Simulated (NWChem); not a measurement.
System: C$_{2}$H$_{3}$FO$_{2}$Si; SMILES O=C1OC[Si@H]1F

```xyz
9

O      1.3409    -1.8472     0.0620
C      0.4709    -1.0271    -0.0116
O     -0.8807    -1.2929     0.2412
C     -1.5576     0.0032     0.1265
Si     0.0617     0.8289    -0.4463
F      0.6816     2.0134     0.4984
H     -2.3931    -0.0714    -0.5982
H     -1.9536     0.3186     1.1134
H      0.1871     1.2925    -1.8676
```
Atoms are numbered in this order, from 1.

Program: NWChem. All runs use the structure optimised with PBE-D3(BJ)/def2-SVP. Level MN15/def2-SVP: energy and gradient on several grids; changes count from the extra-fine grid, which is no exact limit either.

```csv
grid,size of the energy change (μHa),largest change of a gradient component (μHa/bohr),"time, medium = 1 (rough)"
xcoarse,50000,2000,about 1
coarse,400,600,about 1
medium,20,100,about 1
fine,< 10,< 30,about 1
xfine,< 10,< 30,3
```
